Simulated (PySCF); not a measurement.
C₂H₈BN₃, SMILES NB1NCCN1.

The structure is a stationary point at B3LYP-D3(BJ)/def2-SVP. The structure was generated by enumeration, and PubChem lists no compound with its InChIKey, so it may never have been made. Other conformers were not sampled.

Method: TDA-PBE/def2-SVPD run with PySCF.

Vertical excitations. Isolated molecule, no solvent. State labels are in the subgroup C2.

```tsv
state	symmetry	energy (eV)	λ (nm)	f	main pairs
S1	A	4.43	280	0.000	HOMO→LUMO 100 %
S2	B	4.95	250	0.005	HOMO−1→LUMO 100 %
S3	A	5.24	237	0.001	HOMO→LUMO+1 100 %
S4	B	5.62	221	0.000	HOMO→LUMO+2 99 %
S5	B	5.77	215	0.001	HOMO−1→LUMO+1 99 %
S6	A	6.11	203	0.000	HOMO−1→LUMO+2 99 %
S7	A	6.27	198	0.000	HOMO→LUMO+3 99 %
S8	B	6.28	198	0.028	HOMO→LUMO+4 92 %
S9	B	6.48	191	0.018	HOMO→LUMO+5 89 %
S10	A	6.76	183	0.000	HOMO→LUMO+7 87 %
T1	A	4.35	285	0	HOMO→LUMO 100 %
T2	B	4.82	257	0	HOMO−1→LUMO 99 %
T3	A	5.17	240	0	HOMO→LUMO+1 100 %
T4	B	5.49	226	0	HOMO→LUMO+2 97 %
```
Triplets are in the Tamm–Dancoff approximation.
